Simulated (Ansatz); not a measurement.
An input meant for Mg2O2 (charge 0, triplet; atoms displaced at random, 0.03 Å in each coordinate).

```yaml
crystal:
  periodic: [false, false, false]
  atoms:
    - {symbol: Mg, position_ang: [-2.632098, -0.268200, 0.112172]}
    - {symbol: Mg, position_ang: [2.785985, 0.421543, 0.109208]}
    - {symbol: O, position_ang: [0.488500, -3.131021, 0.148510]}
    - {symbol: O, position_ang: [-0.375271, 3.159824, -0.024510]}
basis:
  gaussian: {orbitals: x2c-TZVPPall}
magnetization: {spin_polarized: true, initial_magnetization: 2}
hamiltonian: {xc: {name: PBE0}}
scf: {omitted_lower_state_checks: [starts]}
```

```sh
$ ansatz run in.yaml --threads 4 --pin off --events-out ev --progress --plain --max-ram 3916MiB
```

It prints (some lines left out):

```
Functional definition: PBE0
878 factors; their error is unknown
mean field evaluation 1: about -14949.2229 eV, gradient 7.0e1 eV
mean field evaluation 2: about -14393.2135 eV, gradient 1.1e2 eV
mean field evaluation 4: about -14891.4702 eV, gradient 1.0e2 eV
mean field evaluation 8: about -14981.0511 eV, gradient 4.8e0 eV
mean field evaluation 16: about -14984.4933 eV, gradient 1.5e-1 eV
mean field evaluation 32: about -14984.5206 eV, gradient 2.9e-1 eV
mean field -14984.52928663 eV, -550.6712944050 hartree, gradient 8.2e-6 eV, S^2 3.031112; 0 other end points of the search recorded, 0 dependent functions left out
reference -14984.52932764 eV, -550.6712959119 hartree; 21, 19 occupied and 105, 107 virtual orbitals, 878 factors
Total energy: -14984.52932764 eV, -550.6712959119 hartree
Relativity: scalar
Checks for a lower state left out: starts
```

Something in this input is off. What?

The geometry is stretched to more than twice its size. Self-consistency was reached. The result belongs to that input, not to the species as meant. The charge 0 triplet is spin-contaminated (final ⟨S²⟩ up to 3.03, 2.00 for a pure state).
